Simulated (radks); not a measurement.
The numbers below are computed, except where a source is named.
Ionisation of the fluorine ion F+, [He] 2s2 2p4, to [He] 2s2 2p3 as the strength of local exchange is varied. Code: a radial shooting solver on a logarithmic mesh with Libxc functionals. Model: Dirac Kohn-Sham, Slater X-alpha exchange (alpha = 2/3 is LDA exchange), no correlation, spin-unpolarised, spherical densities, finite nucleus; open shells fill j = l - 1/2 first; Fermi nuclear charge, rms radius 2.8976 fm.

| alpha | E(F+) (hartree) | exchange (hartree) | IE (eV) | -e of the level emptied (eV) | <r> of it (bohr) |
|---|---|---|---|---|---|
| 0.667 | -97.89180 | -8.51825 | 36.816 | 26.825 (2p3/2) | 0.9900 |
| 0.708 | -98.41652 | -9.08042 | 37.757 | 27.683 (2p3/2) | 0.9813 |
| 0.804 | -99.65388 | -10.41409 | 40.005 | 29.740 (2p3/2) | 0.9618 |
| 0.885 | -100.70741 | -11.55828 | 41.952 | 31.531 (2p3/2) | 0.9460 |
| 0.935 | -101.36208 | -12.27320 | 43.176 | 32.661 (2p3/2) | 0.9366 |
| ? | -100.78580 | -11.64372 | 42.098 | 31.666 (2p3/2) | 0.9449 |

Which alpha was used in the last row?

Answer. alpha = 0.891. NIST Atomic Spectra Database: 34.971 eV (measured). The central value is not met in this range of alpha. Spin polarisation and multiplet splitting are left out, so open shells lie too high by an amount that depends on their filling.

Beside tabulated values, note that spin-unpolarised runs miss the spin-polarisation part of the exchange energy of open shells.
